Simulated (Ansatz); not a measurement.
The cluster Li₄H⁺ (the lowest singlet isomer of a short search). The state is a singlet with charge 1. Geometry PBE0-D4/def2-TZVP, basis def2-TZVP, Ansatz.

Cartesian coordinates in Å:
```
Li 0.075 -0.974 1.219
Li -1.287 1.920 0.870
Li 1.372 0.628 -0.415
Li -0.859 -0.532 -1.204
H 0.700 -1.042 -0.470
```

| run | HOMO (eV) | LUMO (eV) |
| --- | --- | --- |
| A | -7.91 | -5.45 |
| B | -7.68 | -5.64 |
| C | -7.42 | -5.54 |
| D | -8.96 | -4.53 |
| E | -8.06 | -5.31 |
| F | -8.54 | -4.71 |

B3LYP takes the VWN-RPA correlation. HSE06 is defined as in plane-wave codes, on full-range PBE exchange. The structure comes from a short search, and lower isomers may exist.

Problem. The runs used B3LYP, BHLYP, CAM-B3LYP, HSE06, PBE0, r2SCAN. Estimate which is which.

Solution. A B3LYP (20 % exact exchange); B HSE06 (range-separated); C r2SCAN (0 % exact exchange); D CAM-B3LYP (range-separated); E PBE0 (25 % exact exchange); F BHLYP (50 % exact exchange). Exact exchange lowers occupied and raises empty levels; among semilocal functionals meta-GGAs tend to open the gap a little, and such runs are hard to tell apart. The gap grows from 1.88 eV (r2SCAN) to 4.42 eV (CAM-B3LYP).
